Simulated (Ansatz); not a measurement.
Two structures of SiNH$_{7}$Se, singlet, reached by relaxing down either side of one saddle point (PBE0-D4/def2-TZVP). Energies are electronic, without zero-point energy. Ansatz 0.2.0; basis: def2-TZVPP and def2-QZVPP; cores frozen in the correlated methods. Filled d shells of the heavier atoms are correlated. The def2 sets are not built for correlating such inner shells, so the correlated values are less sure here. Extrapolation: Hartree–Fock as exp(−7.88 √X), correlation as X^−2.97. First:

Si1  (-0.342, -0.093, 0.576)
H2  (1.006, -0.610, 0.227)
H3  (-1.288, -0.533, -0.493)
H4  (-0.356, 1.390, 0.620)
N5  (-0.709, -0.656, 2.164)
H6  (0.999, -0.207, -3.069)
Se7  (0.707, 1.197, -2.762)
H8  (-1.501, -0.272, 2.655)
H9  (-0.598, -1.632, 2.385)
H10  (2.083, 1.415, -2.304)
(Å)

Second:

```
atom    x (Å)    y (Å)    z (Å)
 Si1  -0.8962   0.6853  -0.0777
  H2   1.1436  -2.7657  -0.6429
  H3  -1.8887  -0.1373  -0.8089
  H4  -1.4727   1.9608   0.4092
  N5  -0.3494  -0.1515   1.3097
  H6   1.2605  -2.0647  -0.8760
 Se7   0.6370   1.1269  -1.7268
  H8   0.0491   0.3692   2.0744
  H9   0.0917  -1.0529   1.2167
 H10   1.4252   2.0300  -0.8776
```

(1) Which bonds change from the first to the second?

(2) Give the saddle point's structure and its height above each. (To be estimated.)

T1 diagnostic: at most 0.012.

Results:

(1) SiNH₅ ([NH2][SiH3]) + H₂Se → SiNH₅Se ([NH2][SiH2][SeH]) + H₂; bonds formed: Si1–Se7, H2–H6; bonds broken: Si1–H2, H6–Se7.

(2) The calculation gives: 41.35 kcal/mol above the first and 53.65 kcal/mol above the second (CCSD(T) at an estimated basis limit (MP2 extrapolated from triple and quadruple zeta, plus CCSD(T) − MP2 in triple zeta)).
```json
{"atom": "Si1", "x (Å)": "-0.5577", "y (Å)": "0.0423", "z (Å)": "0.0004"}
{"atom": "H2", "x (Å)": "0.5802", "y (Å)": "-1.1271", "z (Å)": "-0.4302"}
{"atom": "H3", "x (Å)": "-1.5938", "y (Å)": "-0.5730", "z (Å)": "-0.8589"}
{"atom": "H4", "x (Å)": "-0.8580", "y (Å)": "1.4716", "z (Å)": "0.2758"}
{"atom": "N5", "x (Å)": "-0.3402", "y (Å)": "-0.4739", "z (Å)": "1.6117"}
{"atom": "H6", "x (Å)": "0.7915", "y (Å)": "-0.4992", "z (Å)": "-1.1924"}
{"atom": "Se7", "x (Å)": "0.7027", "y (Å)": "0.9307", "z (Å)": "-2.2335"}
{"atom": "H8", "x (Å)": "-0.5030", "y (Å)": "0.1535", "z (Å)": "2.3821"}
{"atom": "H9", "x (Å)": "-0.0477", "y (Å)": "-1.3927", "z (Å)": "1.8979"}
{"atom": "H10", "x (Å)": "1.8260", "y (Å)": "1.4678", "z (Å)": "-1.4529"}
```

Labels in which every atom is bracketed show which atoms are joined, not bond orders.

For scale, one of the runs: CCSD(T)/def2-TZVPP, 219 basis functions (an equivalent command: `ansatz run in.yaml --threads 4`). The run took 73 s on 4 CPU threads (shared host), with 3.2 GiB of host memory at its peak.
